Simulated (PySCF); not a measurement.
Ligand exchange on a metal centre used in film growth or etching (Zr Cl-H). All species are isolated molecules in the gas phase.

The LUMO from two functionals at the same geometries (r2SCAN-D4/def2-SVP), both in PySCF: PBE-D3(BJ)/def2-TZVP and B3LYP-D3(BJ)/def2-TZVP. B3LYP has the VWN-RPA correlation part, as in Gaussian. 

```
species                                 PBE-D3(BJ)/def2-TZVP (eV)  B3LYP-D3(BJ)/def2-TZVP (eV)
--------------------------------------  -------------------------  ---------------------------
0 of 4 Cl replaced by H                                     -3.52                        -2.95
1 of 4 Cl replaced by H ([Zr(Cl)3(H)])                      -3.58                        -2.95
2 of 4 Cl replaced by H                                     -3.70                        -3.05
3 of 4 Cl replaced by H ([Zr(Cl)(H)3])                      -3.54                        -2.84
4 of 4 Cl replaced by H ([Zr(H)4])                          -3.50                        -2.74
```

Over these rows, drawn at random from the members with no instability flagged (it was tested for open shells, ions and some series alone), PBE minus B3LYP-D3(BJ): mean -0.66 eV, from -0.76 eV to -0.57 eV.
